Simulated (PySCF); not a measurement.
## Computed data sheet: 1,4-dimethyl-1,4-dihydropyrazine radical cation (`N1(C=CN(C=C1)C)C`) [SMILES of the parent framework; charge +1 and doublet state]

Compound: 1,4-dimethyl-1,4-dihydropyrazine radical cation, C₆H₁₀N₂ (charge +1 and doublet state).
Z-matrix (Å and degrees, PBE0-D3(BJ)/def2-SVP geometry), rows numbered from 1:
```
C 
N   1  1.4537
C   2  1.3715  1  122.06
C   3  1.3590  2  121.21  1  -179.17
N   4  1.3736  3  121.19  2    -0.19
C   5  1.4538  4  121.40  3   177.03
C   5  1.3736  4  117.58  3     0.58
C   7  1.3574  5  121.24  4    -0.59
H   1  1.0957  2  109.35  3    -6.35
H   1  1.1004  2  110.33  3   113.48
H   1  1.0994  2  110.03  3  -125.80
H   3  1.0898  2  117.58  1     0.97
H   4  1.0897  3  121.26  2  -179.99
H   6  1.0975  5  109.60  4   146.68
H   6  1.1015  5  110.65  4   -92.75
H   6  1.0967  5  109.45  4    27.62
H   7  1.0900  5  117.46  4   179.61
H   8  1.0900  2  117.45  1    -0.96
```

PBE0-D3(BJ)/def2-SVP geometry optimisation, gas phase (PySCF):

| Item | Value |
| --- | --- |
| Rotational constants A, B, C | 5.575, 1.476, 1.185 GHz |

**UKS B3LYP, IGLO-III on C N, pcH-1 on H, non-relativistic, mean-field spin-orbit, GIAO (PySCF)**

| Item | Value |
| --- | --- |
| Isotropic g value | 2.00325 |
| Principal g values | 2.00209, 2.00349, 2.00417 |
| Spin squared ⟨S²⟩ | 0.757 |
| Largest Mulliken spin population | 0.32 on N2/N5 |
| Largest isotropic hyperfine couplings (means over sets of like nuclei) | 1H +26.7 (H9/H10/H11/H14/H15/H16), 14N +17.6 (N2/N5), 13C -12.3 (C1/C6), 1H -8.5 (H12/H13/H17/H18), 13C -6.2 (C3/C4/C7/C8) MHz |

Monoisotopic mass of the ion (most abundant isotopes, electron mass counted): 110.0838 u.

At 9.50 GHz, hν = g·μB·B₀ (B₀ the magnetic field) puts the centre of the isotropic spectrum, to first order, at 338.8 mT. ⟨S²⟩ is 0.007 above the pure-spin value S(S + 1) = 0.75. The rotational constants make it an asymmetric top with κ = (2B − A − C)/(A − C) = -0.87, nearer the prolate limit (−1). With B = h/(8π²I), that is 505.379 GHz u Å² over I, the principal moments of inertia are 90.6, 342.5 and 426.6 u Å² (most abundant isotopes). g_iso is shifted by about +930 ppm from the free-electron value 2.002319; the principal values span 0.0021.

One conformer (not necessarily the lowest) at the PBE0-D3(BJ)/def2-SVP geometry, without solvent or vibrations. Couplings of like nuclei are plain means over topologically equivalent atoms, as if these changed places fast (by rotation of a methyl-like group, say); in this geometry the members of some sets differ.
